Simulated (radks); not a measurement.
Excited configurations of Mg IV: one electron is placed in a higher orbital outside [He] 2s2 2p4. The ground configuration is [He] 2s2 2p5. Method: scalar-relativistic Kohn-Sham, BLYP, spin-polarised, spherical densities, finite nucleus; open shells are filled with parallel spins first; Fermi nuclear charge, rms radius 3.057 fm; computed with a radial shooting solver on a logarithmic mesh with Libxc functionals. Excitation = E - E(ground); binding = E(ion) - E, where the ion is the core of charge +4; n* = 4/sqrt(2 binding) in atomic units, and the quantum defect is n - n*.

| outer orbital | excitation (eV) | binding (eV) | n* | quantum defect | eigenvalue (eV) | <r> (bohr) |
|---|---|---|---|---|---|---|
| 3s | 67.368 | 42.369 | 2.267 | 0.733 | -37.322 | 1.980 |
| 3d | 83.561 | 26.176 | 2.884 | 0.116 | -21.842 | 2.347 |
| 4s | 88.853 | 20.884 | 3.229 | 0.771 | -18.582 | 3.995 |
| 4p | 91.324 | 18.413 | 3.438 | 0.562 | -16.257 | 4.299 |
| 4f | 95.963 | 13.774 | 3.975 | 0.025 | -11.733 | 4.410 |
| 7s | 103.77 | 5.968 | 6.040 | 0.960 | -5.371 | 14.09 |
| 7p | 104.14 | 5.593 | 6.239 | 0.761 | -5.024 | 14.81 |

The Delta-SCF ionisation energy is 109.74 eV (NIST Atomic Spectra Database: 109.27 eV, semi-empirical). Self-interaction in the functional shifts the binding energies and quantum defects, so they are the method's values and not measured ones. Open shells are spherical and high-spin; term and fine-structure splittings are not resolved.
